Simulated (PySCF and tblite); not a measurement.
Values are calculated unless marked as measured or tabulated.
3 E/Z isomers of C8H14, numbered alike:

| isomer | SMILES | descriptors |
| --- | --- | --- |
| A | [CH3:1]/[CH:2]=[CH:3]/[CH2:4][CH2:5]/[CH:6]=[CH:7]/[CH3:8] | 2=3 E, 6=7 E |
| B | [CH3:1]/[CH:2]=[CH:3]\[CH2:4][CH2:5]/[CH:6]=[CH:7]/[CH3:8] | 2=3 Z, 6=7 E |
| C | [CH3:1]/[CH:2]=[CH:3]\[CH2:4][CH2:5]/[CH:6]=[CH:7]\[CH3:8] | 2=3 Z, 6=7 Z |

Protocol: conformer search, at most 7 conformers an isomer, GFN2-xTB geometries, energies PBE0/pcSseg-1 (D3(BJ) added where defined), GIAO shieldings PBE0/pcSseg-1, weights at 298.15 K with GFN2-xTB thermal terms. Programs: PySCF with density fitting and tblite.

**Question.** What shifts does each isomer give (ppm)?

**Answer.** 
A: ¹H (against TMS): 5.77 (H3/H6, 2H), 5.74 (H2/H7, 2H), 2.08 (H4/H5, 4H), 1.81 (H1/H8, 6H). ¹³C (against TMS): 139.3 (C3/C6), 133.4 (C2/C7), 38.5 (C4/C5), 22.2 (C1/C8).

B: ¹H (against TMS): 5.80 (H3, 1H), 5.78 (H6, 1H), 5.77 (H2, 1H), 5.75 (H7, 1H), 2.15 (H4, 2H), 2.03 (H5, 2H), 1.82 (H8, 3H), 1.76 (H1, 3H). ¹³C (against TMS): 139.1 (C6), 136.8 (C3), 134.1 (C7), 132.5 (C2), 39.2 (C5), 32.0 (C4), 22.2 (C8), 15.9 (C1).

C: ¹H (against TMS): 5.83 (H3/H6, 2H), 5.78 (H2/H7, 2H), 2.16 (H4/H5, 4H), 1.78 (H1/H8, 6H). ¹³C (against TMS): 136.9 (C3/C6), 132.8 (C2/C7), 31.4 (C4/C5), 16.1 (C1/C8).

**Question.** Which carbons tell the isomers apart best?

**Answer.** C5: 38.5 in A, 39.2 in B, 31.4 in C; C4: 38.5 in A, 32.0 in B, 31.4 in C; C1: 22.2 in A, 15.9 in B, 16.1 in C ppm.

Shifts are unscaled: against experiment ¹³C can be off by 15 ppm or more and ¹H by 0.8 ppm. The cap on conformers cut off some of the population, so the set may be incomplete. At least one structure keeps an imaginary mode at the tight-binding level.
